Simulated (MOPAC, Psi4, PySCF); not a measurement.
Relaxed torsion scan: SMILES CC[SiH2]OC. Scanned: dihedral C2–Si3–O4–C5; all other coordinates were relaxed at GFN2-xTB. Points at φ and −φ are mirror images. Heavy atoms are numbered in the order of the SMILES CC[SiH2]OC, hydrogens after them in the order of the atoms that carry them; the mirror image has the same energies with the sign of each dihedral reversed.

- RKS-LDA (SVWN5)/6-31G* = PySCF with restricted LDA (SVWN5)/6-31G*, spherical d, density fitting // GFN2-xTB
- RKS-B3LYP/3-21G = restricted B3LYP/3-21G // GFN2-xTB run with PySCF
- PM7, restricted, heats of formation // GFN2-xTB (MOPAC)
- PBE-D3(BJ)/def2-TZVP // GFN2-xTB (Psi4)

Energies relative to the lowest point of each profile, in kcal/mol; the last columns give the difference from PBE-D3(BJ):

```
φ / °  RKS-LDA (SVWN5)/6-31G*  RKS-B3LYP/3-21G  PM7  PBE-D3(BJ)/def2-TZVP  RKS-LDA (SVWN5)/6-31G* − PBE-D3(BJ)/def2-TZVP  RKS-B3LYP/3-21G − PBE-D3(BJ)/def2-TZVP  PM7 − PBE-D3(BJ)/def2-TZVP
-----  ----------------------  ---------------  ---  --------------------  ---------------------------------------------  --------------------------------------  --------------------------
-150                      0.5              0.3  0.6                   0.5                                            0.1                                    -0.1                         0.1
-120                      1.3              0.4  0.8                   1.1                                            0.2                                    -0.7                        -0.3
-90                       1.2              0.2  0.2                   1.0                                            0.1                                    -0.9                        -0.8
-60                       0.9              0.0  0.0                   0.9                                            0.0                                    -0.9                        -0.9
-30                       1.4              0.4  0.5                   1.3                                            0.1                                    -0.9                        -0.8
0                         1.9              0.7  1.1                   1.8                                            0.1                                    -1.1                        -0.8
30                        1.4              0.4  0.5                   1.3                                            0.1                                    -0.9                        -0.8
60                        0.9              0.0  0.0                   0.9                                            0.0                                    -0.9                        -0.9
90                        1.2              0.2  0.2                   1.0                                            0.1                                    -0.9                        -0.8
120                       1.3              0.4  0.8                   1.1                                            0.2                                    -0.7                        -0.3
150                       0.5              0.3  0.6                   0.5                                            0.1                                    -0.1                         0.1
180                       0.0              0.2  0.4                   0.0                                            0.0                                     0.2                         0.4
```

RKS-LDA (SVWN5)/6-31G* is furthest from PBE-D3(BJ)/def2-TZVP at -120 (0.2 kcal/mol, above); its mean absolute difference over the points is 0.1 kcal/mol.

RKS-B3LYP/3-21G is furthest from PBE-D3(BJ)/def2-TZVP at 0 (-1.1 kcal/mol, below); its mean absolute difference over the points is 0.7 kcal/mol.

PM7 is furthest from PBE-D3(BJ)/def2-TZVP at -60 (-0.9 kcal/mol, below); its mean absolute difference over the points is 0.6 kcal/mol.
